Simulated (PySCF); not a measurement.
CsF: one state, many levels of theory

State: ¹Σ⁺ (singlet), closed shell. Set-up: PySCF, scalar-relativistic core potentials, basis sets Cs def2-SVPD with ECP46, F def2-SVPD. De refers to Cs + F in their high-spin ground configurations, without counterpoise correction. A positive dipole means Cs(−)F(+).

```csv
Level,Re (Å),ωe (cm⁻¹),De (eV),μ (D),"CPU s a point (SCF and correlation, without the integrals)"
RHF,2.481,325,3.24,-9.41,0.061
RHF-MP2,2.490,318,5.25,n/a,0.099
RHF-SCS-MP2,2.494,317,5.10,n/a,n/a
RHF-CCSD,2.484,323,4.85,n/a,n/a
RHF-CCSD(T),2.487,321,4.94,n/a,2.2
PBE,2.461,323,5.25,-8.49,0.47
PW91,2.459,325,5.32,-8.48,0.34
TPSS,2.461,327,5.20,-8.57,0.74
r²SCAN,2.459,326,5.12,-8.74,0.67
PBE0,2.445,334,4.96,-8.71,0.82
HSE06,2.445,334,4.96,-8.70,0.59
MN15,2.450,334,5.07,-8.83,0.75
```

(1) Which functional lies closest to RHF-CCSD(T) in De, which farthest, and by how much do they differ from it?

(2) What does a quarter of exact exchange do here, going from PBE to PBE0?

(3) What does the step from GGA to meta-GGA do here, going from PBE to r²SCAN?

Measured (Huber and Herzberg, Constants of Diatomic Molecules (1979)): Re = 2.345351 Å, ωe = 352.56 cm⁻¹.

Correlated steps freeze 1 core orbital. Correlated levels converge slowly with the basis: in double zeta they bind strong bonds too weakly, by up to about 1 eV, and carry superposition errors of some tenths. These are scalar-relativistic numbers at best; spin–orbit coupling would shift them, the dissociation energy most. Where the molecule has an RHF reference, its open-shell atoms are computed with UHF.

The whole job (state search and all levels along the bond) took about 1.5 min on 1 thread of Arm Neoverse V1 (shared host), peak memory 0.58 GiB.

Results:

(1) Closest is PBE0 (-4.2 pm in Re, +4.0 % in ωe, +0.02 eV in De against RHF-CCSD(T) in the same basis), farthest PW91 (-2.8 pm in Re, +1.2 % in ωe, +0.38 eV in De). CCSD(T) converges more slowly with the basis than the functionals do and binds too weakly in this one, so the order can change at the basis-set limit.

(2) PBE0 less PBE: -1.6 pm in Re, +3.4 % in ωe, -0.29 eV in De. Exact exchange removes part of the self-interaction that spreads semilocal densities, and in most molecules shortens and stiffens the bond and lowers De; so it does here.

(3) r²SCAN less PBE: -0.2 pm in Re, +0.9 % in ωe, -0.13 eV in De.
